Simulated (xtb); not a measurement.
H$_{2}$Te, quintet, geometry from GFN2-xTB of the parent state (a higher spin typed on purpose: for a closed-shell molecule this is an excited state); GFN1-xTB (xtb 6.7.1).

Input for xtb:
```
$ xtb mol.xyz --gfn 1 --chrg 0 --uhf 4 --json

# file mol.xyz
3

Te    -0.00025927     0.04373338     0.00203842
H     -1.13139252    -1.14269398    -0.07705391
H      1.14487465    -1.13144164    -0.02894369
```

Task: Predict the main parts of the log of this xtb run.

Result: 
```
   ID    Z sym.   atoms
    1   52 Te     1
    2    1 H      2, 3

           -------------------------------------------------
          |                Calculation Setup                |
           -------------------------------------------------

           -------------------------------------------------
          |                 G F N 1 - x T B                 |
           -------------------------------------------------

          ...................................................
          :                      SETUP                      :
          :.................................................:
          :  # basis functions                  14          :
          :  # atomic orbitals                  13          :
          :  # shells                            7          :
          :  # electrons                         8          :
          :  # halogen bonds                     0          :
          :  max. iterations                   250          :
          :  Hamiltonian                  GFN1-xTB          :
          :  restarted?                      false          :
          :  GBSA solvation                  false          :
          :  PC potential                    false          :
          :  electronic temp.          300.0000000     K    :
          :  accuracy                    1.0000000          :
          :  -> integral cutoff          0.2500000E+02      :
          :  -> integral neglect         0.1000000E-07      :
          :  -> SCF convergence          0.1000000E-05 Eh   :
          :  -> wf. convergence          0.2000000E-04 e    :
          :  Broyden damping             0.4000000          :
          :  net charge                          0          :
          :  unpaired electrons                  4          :
          ...................................................

 iter      E             dE          RMSdq      gap      omega  full diag
   1     -4.3137617 -0.431376E+01  0.814E+00    0.59       0.0  T
   2     -4.3157862 -0.202452E-02  0.480E+00    0.94       1.0  T
   3     -4.3159269 -0.140661E-03  0.308E-01    1.19       1.0  T
   4     -4.3160120 -0.850657E-04  0.504E-03    1.08      11.5  T
   5     -4.3160120 -0.273391E-07  0.102E-04    1.08     567.4  T
   6     -4.3160120  0.508038E-12  0.479E-05    1.08    1204.9  T

   *** convergence criteria satisfied after 6 iterations ***

         :::::::::::::::::::::::::::::::::::::::::::::::::::::
         ::                     SUMMARY                     ::
         :::::::::::::::::::::::::::::::::::::::::::::::::::::
         :: total energy              -4.304617799497 Eh    ::
         :: gradient norm              0.215456757572 Eh/a0 ::
         :: HOMO-LUMO gap              1.081018380801 eV    ::
         ::.................................................::
         :: SCC energy                -4.316011992869 Eh    ::
         :: -> electrostatic           0.002491216600 Eh    ::
         :: repulsion energy           0.011767076212 Eh    ::
         :: dispersion energy         -0.000372882840 Eh    ::
         :: halogen bond corr.         0.000000000000 Eh    ::
         :: add. restraining           0.000000000000 Eh    ::
         :: total charge               0.000000000000 e     ::
         :::::::::::::::::::::::::::::::::::::::::::::::::::::

           -------------------------------------------------
          |                Property Printout                |
           -------------------------------------------------

    * Orbital Energies and Occupations

         #    Occupation            Energy/Eh            Energy/eV
      -------------------------------------------------------------
         1        2.0000           -1.1434400             -31.1146
         2        2.0000           -0.5128101             -13.9543
         3        1.0000           -0.4919983             -13.3880
         4        1.0000           -0.3978922             -10.8272
         5        1.0000           -0.2140857              -5.8256
         6        1.0000           -0.1324540              -3.6043 (HOMO)
         7                         -0.0927273              -2.5232 (LUMO)
         8                         -0.0732637              -1.9936
         9                         -0.0392619              -1.0684
        10                         -0.0392619              -1.0684
        11                         -0.0392619              -1.0684
        12                          0.3514147               9.5625
        13                          0.8519619              23.1831
      -------------------------------------------------------------
                  HL-Gap            0.0397267 Eh            1.0810 eV
             Fermi-level           -0.3074974 Eh           -8.3674 eV

  Mulliken/CM5 charges         n(s)   n(p)   n(d)
     1Te   -0.12443 -0.20049   1.983  3.127  1.015
     2H     0.06222  0.10025   0.938  0.000  0.000
     3H     0.06222  0.10025   0.938  0.000  0.000

Wiberg/Mayer (AO) data.
largest (>0.10) Wiberg bond orders for each atom

 ---------------------------------------------------------------------------
     #   Z sym  total        # sym  WBO       # sym  WBO       # sym  WBO
 ---------------------------------------------------------------------------
     1  52 Te   1.378 --     2 H    0.689     3 H    0.689
     2   1 H    0.816 --     1 Te   0.689     3 H    0.127
     3   1 H    0.816 --     1 Te   0.689     2 H    0.127
 ---------------------------------------------------------------------------

Topologies differ in total number of bonds
Writing topology from bond orders to xtbtopo.mol

 dipole moment from electron density (au)
     X       Y       Z
   0.0058  -0.9864  -0.0460  total (Debye):    2.510

           -------------------------------------------------
          | TOTAL ENERGY               -4.304617799497 Eh   |
          | GRADIENT NORM               0.215456757572 Eh/α |
          | HOMO-LUMO GAP               1.081018380801 eV   |
           -------------------------------------------------

normal termination of xtb
```
